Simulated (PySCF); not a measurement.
Gas-phase reaction: BH3 + (HBO2)3 → 2 B2O3 + 3 H2

Computed with PySCF (xtb for GFN2) and rigid-rotor harmonic-oscillator thermochemistry at 1 bar. Table values come from the NASA 1993 polynomials. † marks an energy on the PBE0/def2-TZVP geometry and frequencies; other levels use their own. MP2 and CCSD(T) freeze the core. 6-31G* has spherical d functions here. All species are closed-shell singlets. B3LYP is the form with VWN-RPA correlation. MP2 isn't extrapolated to the basis-set limit. CCSD(T) isn't extrapolated to the basis-set limit. The table's entry may be an old estimate for BH3, (HBO2)3, B2O3 (not checked at source). Warning, point group unlike the PBE0 one: B2O3 (GFN2-xTB, PBE/def2-SVP).

```tsv
level	ΔH°(298 K), kJ
table	493.2
B3LYP/6-31G*	419.7
CCSD(T)/def2-SVP†	448.6
GFN2-xTB	227.5
HF/def2-TZVP†	…
MP2/def2-SVP†	…
MP2/def2-TZVPP†	…
PBE/def2-SVP	452.2
PBE/def2-TZVP†	424.9
ωB97M-V/def2-TZVP†	491.9
ωB97X-V/def2-TZVP†	…
```

### Question
Complete the blanks.

### Answer

- HF/def2-TZVP†, ΔH°(298 K), kJ: 545.0
- MP2/def2-SVP†, ΔH°(298 K), kJ: 421.1
- MP2/def2-TZVPP†, ΔH°(298 K), kJ: 463.6
- ωB97X-V/def2-TZVP†, ΔH°(298 K), kJ: 515.2
